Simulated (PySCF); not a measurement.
C₄H₆Si.
Atom-mapped SMILES: `[CH:1]#[C:2]/[CH:3]=[CH:4]\[SiH3:5]` (hydrogens: H6 on C1; H7 on C3; H8 on C4; H9, H10, H11 on Si5)

Computed, not measured: PySCF, PBE0-D3(BJ)/def2-SVP geometry optimisation, gas phase.

(1) What internal coordinates does the optimisation give?

## Answers

(1) 
| bond | length (Å) |
| --- | --- |
| C1≡C2 | 1.215 |
| C2–C3 | 1.423 |
| C3=C4 | 1.349 |
| C4–Si5 | 1.878 |
| C1–H6 | 1.074 |
| C3–H7 | 1.098 |
| C4–H8 | 1.096 |
| Si5–H9, Si5–H10, Si5–H11 | 1.494 |

Bonds in one row agree within 0.01 Å and their mean is given. A selection of angles:
| angle | degrees |
| --- | --- |
| C2–C1–H6 | 179.8 |
| C1–C2–C3 | 179.6 |
| C2–C3–C4 | 123.6 |
| C2–C3–H7 | 116.0 |
| C4–C3–H7 | 120.4 |
| C3–C4–Si5 | 123.8 |
| C3–C4–H8 | 117.0 |
| Si5–C4–H8 | 119.3 |
| C4–Si5–H9 | 110.8 |
| C4–Si5–H11 | 108.7 |
| H9–Si5–H10 | 108.6 |

Dihedral angles: C2–C3–C4–Si5 0° (synperiplanar).

The 5 heavy atoms lie in one plane (0.000 Å rms). Si5 (SiH3 silicon) is tetrahedral (angles from 108.6° to 110.8°). Of the pairs four or more bonds apart, C1···Si5 is among the closest relative to their van der Waals radii: 3.90 Å, 103 % of the sum of Bondi's values. The C–C distances run from 1.215 Å (C1≡C2, drawn triple) to 1.423 Å (C2–C3, drawn single), a spread of 0.208 Å.

Point group: Cs (every atom within 0.08 Å of its image). No frequency check.
